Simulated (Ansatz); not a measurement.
```xyz
12

C     1.3493    0.0200   -0.0564
C     0.7316    1.2122   -0.0044
C    -0.7507    1.1623   -0.0334
C    -1.3799   -0.0470    0.0069
C    -0.7037   -1.2129   -0.0288
C     0.7507   -1.1588    0.0028
H     2.5020    0.0201   -0.0633
H     1.2711    2.1612   -0.0151
H    -1.2694    2.1672    0.0467
H    -2.4184    0.0024    0.0239
H    -1.2456   -2.1746    0.0498
H     1.2313   -2.1944   -0.0071
```

Basis set: 6-31G (spherical functions). Frozen core: 6 orbitals. Charge 0, multiplicity 1.

Computed with Ansatz (development build ahead of 0.2.0); each method stands on the lowest determinant of its kind that the runs found. Restricted open shells among the atoms or ions are ROHF, correlated in semicanonical orbitals with singles.

(1) Give the atomization energy at this shape (free ground-state atoms in the same class of orbitals less the molecule, no zero-point energy) of singlet C₆H₆ by RHF-MP2, RHF.

Results:

(1)

```json
{"method": "RHF-MP2", "atomization energy": "1199.45 kcal/mol"}
{"method": "RHF", "atomization energy": "964.01 kcal/mol"}
```

Caution: no unrestricted run beside it, a lower state can exist; the shape is not the minimum.

This basis has no polarisation functions and is too small for such energies, which can lie far from measured ones in either direction.
